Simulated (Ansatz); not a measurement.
Basis sets compared for Nb₂O₂⁺ (the lowest doublet isomer of a short search). The state is a doublet with charge 1. Geometry r2SCAN-D4/def2-TZVP. Ansatz on 4 threads of Arm Neoverse V2 on a shared host; times are rough, and most runs start from earlier orbitals.

```xyz
4

Nb   -0.742    0.159   -1.325
Nb    1.388   -0.624   -0.122
O     0.897   -0.216    1.412
O    -1.543    0.681    0.034
```

In the def2 sets Nb takes a core potential; there is no spin–orbit coupling. At PBE0-D4/def2-SVP, PBE0-D4/def2-TZVP the charge 1 doublet is spin-contaminated (final ⟨S²⟩ up to 0.95, 0.75 for a pure state). The structure comes from a short search, and lower isomers may exist.

| level | functions | energy (Eh) | HOMO (eV) | LUMO (eV) | wall time |
| --- | --- | --- | --- | --- | --- |
| PBE-D4/def2-SVP | 90 | -263.9389 | -9.95 | -9.15 | 2 s |
| PBE0-D4/def2-SVP | 90 | -263.8144 | -10.76 | -8.26 | 3.3 s |

(1) Estimate the rows for PBE-D4/def2-TZVP, PBE0-D4/def2-TZVP.

Results:

(1) 
| level | functions | energy (Eh) | HOMO (eV) | LUMO (eV) | wall time |
| --- | --- | --- | --- | --- | --- |
| PBE-D4/def2-TZVP | 142 | -264.1482 | -9.94 | -9.12 | 2.7 s |
| PBE0-D4/def2-TZVP | 142 | -264.0259 | -10.75 | -8.22 | 7.5 s |
